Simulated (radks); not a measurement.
These are the eigenvalues of the occupied orbitals of an atom or ion with whole-number occupations (eV). Calculated with a radial shooting solver on a logarithmic mesh with Libxc functionals: scalar-relativistic Kohn-Sham, r2SCAN, spin-polarised, spherical densities, finite nucleus; meta-GGA in the generalised Kohn-Sham scheme; Fermi nuclear charge, rms radius of each element as measured or else 0.836 A^(1/3) + 0.57 fm.

| orbital | eigenvalue |
|---|---|
| 1s | -1529.934 |
| 2s | -120.1104 |
| 2p | -79.8117 |
| 3s | -14.9623 |

Which element is it, and in what charge state? The configuration may be excited. Open shells, if any, are filled with parallel spins first.

Answer. Z = 13, aluminium, charge +1: Al+ in [Ne] 3s2. The list shows which subshells hold electrons but not how many an open one holds; the 1s level, -56.224 hartree, gives Z - s = 10.6 by -(Z - s)^2/2, which with screening and relativity narrows Z to a few neighbours, and the depths of the outer levels then fix element, charge and occupations together.
